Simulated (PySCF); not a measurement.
# One molecule, several mistakes: B2GeH5O

All numbers below are calculated, not measured. They come from PySCF 2.14.0, an open-source quantum chemistry program, on an isolated molecule that a program drew, which may never have been made. The molecule is B2GeH5O (charge 0, doublet), drawn as the SMILES string `B[BH][GeH][OH]`.

Each row is a Hartree-Fock (HF) and frozen-core CCSD(T) single point in the cc-pVDZ basis, meant for a local HF minimum. Run 1 is clean. Each other run has one planted mistake out of seven kinds, and not every kind appears here: one electron removed, one electron added, multiplicity raised by two, geometry at a saddle point, minimal basis STO-3G, one bond length entered in bohr, all coordinates scaled. The reference is restricted for singlets and unrestricted otherwise, and also for a bond in bohr. Adding or removing an electron swaps singlet and doublet. Electrons count all cores. HOMO and LUMO are orbital energies over both spins, the gradient is its largest component, and the lowest frequency (negative if imaginary) is given only where the gradient is small. Bond lengths are over the 8 bonds as drawn. T1 is the CCSD diagnostic: over 0.02 (restricted) or 0.045 (unrestricted) a single reference is doubtful. Germanium has the cc-pVDZ-PP basis, with a core potential (ECP10MDF) in place of its 10 inner electrons, and its 3s, 3p and 3d shells are frozen in CCSD(T).

Geometry of the clean run:
```xyz
9
B2GeH5O, angstrom
B    -1.9574    1.0531   -0.5166
B    -1.1467   -0.1723    0.2941
Ge   -1.9151   -2.0266    0.6110
O    -3.3491   -2.5793   -0.2968
H    -2.8562    1.6763   -0.0150
H    -1.6643    1.3342   -1.6489
H    -0.0993    0.0036    0.8553
H    -1.0488   -3.2819    0.6798
H    -4.0320   -1.9331   -0.4039
```

```
run  electrons  basis functions  <S^2>  HOMO (eV)  LUMO (eV)  gradient (hartree/bohr)  lowest frequency (cm^-1)  mean bond (Å)  longest bond (Å)      T1  HF (hartree)  CCSD(T) (hartree)                 mistake
  1         55               90  0.774      -8.09       0.63                  2.3e-05                        86         1.4469             2.032  0.0244    -420.46636         -420.95910                no fault
  2         54               90  0.000     -16.92      -6.52                  4.9e-02                         -         1.4469             2.032  0.0237    -420.19870         -420.68350    one electron removed
  3         56               90  0.000      -0.87       6.50                  4.2e-02                         -         1.4469             2.032  0.0262    -420.46735         -421.00047      one electron added
  4         55               90  0.771      -7.98       0.81                  8.6e-02                         -         1.3471             1.892  0.0215    -420.42400         -420.90791  all coordinates scaled
  5         55               90  1.481      -8.39       0.55                  1.8e-02                         -         1.5805             2.270  0.0538    -420.35533         -420.84571                       ?
  6         55               90  0.756      -8.01       0.11                  3.5e-06                      -120         1.4425             1.978  0.0197    -420.46091         -420.95830                       ?
```

**Which mistake was planted in run 5, and what did it cost?**

The mean bond changes by a factor of 1.092 and the longest by 1.117, so the molecule wasn't scaled as a whole. A length L in bohr read as angstrom grows by (1/0.5292 - 1) L = 0.890 L. The 8 bonds together grew by 8 x 0.1336 = 1.069 Å, which gives L = 1.201 Å. That is the length of one of the B-H bonds, 1.201 Å in the clean geometry. So the mistake is: one bond length entered in bohr. Subtracting run 1 and multiplying by 627.51 kcal/mol a hartree, the energy moved by 69.7 kcal/mol in HF and 71.2 kcal/mol in CCSD(T).

**Which mistake was planted in run 6, and what did it cost?**

The gradient is small, so the point is stationary, but the lowest frequency is imaginary (-120 cm^-1). So the mistake is: geometry at a saddle point. Subtracting run 1 and multiplying by 627.51 kcal/mol a hartree, the energy moved by 3.4 kcal/mol in HF and 0.5 kcal/mol in CCSD(T).

Cautions from the logs. Run 2: T1 is over the limit, so its CCSD(T) energy is less reliable; run 3: T1 is over the limit, so its CCSD(T) energy is less reliable; run 5: T1 is over the limit, so its CCSD(T) energy is less reliable.
